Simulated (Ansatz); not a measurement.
A made-up structure of H2TeO2, closed shell:

```xyz
5
angstrom
O -0.1139 -0.9126 0.7065
Te -0.8895 -0.6574 -1.0633
O 1.3964 0.3099 0.5550
H -1.9906 0.6236 -1.0103
H 1.1232 1.1885 0.8350
```

It is relaxed with PBE-D4/def2-SVP and then PBE0-D4/def2-TZVP (Ansatz 0.2.0). Atoms count as bonded within 1.22 times the sum of their covalent radii (H–H: 0.88 Å). The end point is not checked to be a true minimum.

Problem. Does its bonding change? (A judgement: the text doesn't fix the answer.)

Solution. Computed: Yes. Formed: O1–O3; broken: none.

Where it ends: The first stage lowers the energy by 1.11 eV in 9 steps. It ends as H₂TeO₂ ([OH][O][TeH]):
```tsv
atom	x (Å)	y (Å)	z (Å)
O1	0.0557	-0.5725	0.6216
Te2	-0.9066	-0.7618	-1.0929
O3	1.2401	0.2199	0.4881
H4	-1.8225	0.6180	-0.8930
H5	0.9588	1.0483	0.8990
```

Labels in which every atom is bracketed show which atoms are joined, not bond orders.

For scale, one of the runs: PBE0-D4/def2-TZVP relaxation, 124 basis functions, launched by `ansatz run in.yaml --threads 2 --pin off --events-out ev --progress --plain --max-ram 4352MiB`. The run took about 28 s on 2 CPU threads of an Intel Xeon Platinum 8259CL (shared host).
